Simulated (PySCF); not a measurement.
# Structure revision by computed shifts

A compound C6H8OSi gives the data below (simulated from a calculation) and was assigned the structure `[SiH3]O[C@@]12C=C[C@H]3[C@@H]1[C@H]32`.

¹³C{¹H} NMR (computed): δ 233.1 (C), 87.4 (CH), 81.7 (C), 63.0 (CH), 18.6 (CH), 17.2 (CH3).

¹H NMR (500 MHz, computed): δ 5.23 (m, 1H), 5.09 (m, 1H), 3.95 (m, 1H), 2.15 (m, 1H), 2.13 (d, 1H), 1.65 (d, 3H).

PySCF calculation with GFN2-xTB structure and σ from GIAO-PBE0/pcSseg-1; non-relativistic, no solvent, one conformer, averaged over atoms made equivalent by symmetry, fast rotation or ring inversion.

δ = σ(ref) − σ, references computed at the same level: ¹H (31.72 ppm), ¹³C (186.93 ppm) vs TMS.

Q: Compare with the shifts computed for the proposed structure, pairing carbons in order of shift.

A: Atom-mapped SMILES (the numbers label the heavy atoms): `[SiH3:1][O:2][C@@:3]12[CH:4]=[CH:5][C@H:6]3[C@@H:7]1[C@@H:8]23`; H(Xn) means a hydrogen on atom n.

```json
{"atom": "C5", "computed for proposal": "140.9", "given list": "233.1", "difference": "-92.2"}
{"atom": "C4", "computed for proposal": "138.3", "given list": "87.4", "difference": "+50.9"}
{"atom": "C3", "computed for proposal": "75.6", "given list": "81.7", "difference": "-6.1"}
{"atom": "C7", "computed for proposal": "56.8", "given list": "63.0", "difference": "-6.2"}
{"atom": "C8", "computed for proposal": "56.8", "given list": "18.6", "difference": "+38.2"}
{"atom": "C6", "computed for proposal": "28.1", "given list": "17.2", "difference": "+10.9"}
```

The rms difference is 46.1 ppm and the largest -92.2 ppm at C5 (alkene CH). The proposal also would give 5 carbon signals, not 6. The carbon types in order of shift don't match either: CH, CH, C, CH, CH, CH for the proposal against C, CH, C, CH, CH, CH3 in the data. The proposal doesn't fit.

Q: Which isomer fits?

A: `[C@@H]1(C#C)C(=O)[SiH2][C@@H]1C`.

- Carbon types of the structure: 2 × C, 3 × CH, 1 × CH3, leaving 2 H on heteroatoms.
- δC 233.1: carbonyl carbon.
- δC 87.4: terminal alkyne carbon; sp carbons lie upfield of alkene carbons because the cylindrical π system leaves one tensor component strongly shielded.
- δC 81.7: alkyne carbon; the triple bond shields along its axis, which puts it between sp3 and sp2 carbons.
- δC 63.0: sp3 CH α to a carbonyl.

Other isomers checked: c1coc([SiH]2CC2)c1 (rms 52.0 ppm).

The shifts were computed for this structure.

Shifts are as computed. Against solution values, carbons near 30 ppm lie about +3 ppm off and those near 130 ppm about +5 ppm. Of 1211 compounds with measured shifts, 218 miss one by over three times the rms of a fit or turn the order of signals round; such compounds aren't used in these exercises. Multiplicities follow the n + 1 count of equivalent neighbours, as no J values were calculated; m marks all less simple cases, F and P coupling included.
